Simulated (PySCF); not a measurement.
Substituent chemical shifts

Parent skeleton `[CH3:1][CH2:2][NH:3][CH3:4]`; one hydrogen on atom 2 is replaced by X. Hydrogens on one atom are averaged.

- PBE0/pcSseg-1 with gauge-including orbitals
- structure optimised with GFN2-xTB
- run in PySCF 2.14
- one computed conformer, no solvent model, rapidly exchanging positions averaged, relativity neglected

References, each an isolated molecule treated in the same way: $^{13}$C, $^{1}$H vs TMS; $^{15}$N vs NH3.

Parent (X = H): C1 18.3, C2 51.6, N3 53.1, C4 40.3, H(C1) 1.18, H(C2) 2.59, H(C4) 2.63 ppm. Effects are Δδ = δ(X) − δ(H), positive for deshielding.

Four derivatives gave (Δδ, ppm):
| compound | C1 | C2 | N3 | C4 | H(C1) | H(C2) | H(C4) |
| --- | --- | --- | --- | --- | --- | --- | --- |
| 1 | -0.9 | +10.9 | -5.2 | -1.1 | +0.11 | +0.28 | +0.11 |
| 2 | +2.3 | +5.2 | -3.2 | -3.9 | +0.26 | +0.73 | -0.04 |
| 3 | +7.3 | +1.7 | +18.3 | -2.9 | -0.06 | +0.10 | -0.15 |
| 4 | +0.0 | +8.8 | +2.4 | -3.1 | -0.19 | -0.24 | +0.05 |

Q: Their substituents are CF3, CF=CF2, CH2NH2, CH2SiH3. Which is which?

A: 1: X = CF3 (CN[C@@H](C)C(F)(F)F); 2: X = CF=CF2 (CN[C@H](C)C(F)=C(F)F); 3: X = CH2SiH3 (CN[C@H](C)C[SiH3]); 4: X = CH2NH2 (CN[C@@H](C)CN).

Experimental scales use liquid or dissolved standards, which lie at an offset from isolated NH3 (liquid NH3: subtract about 20 ppm).
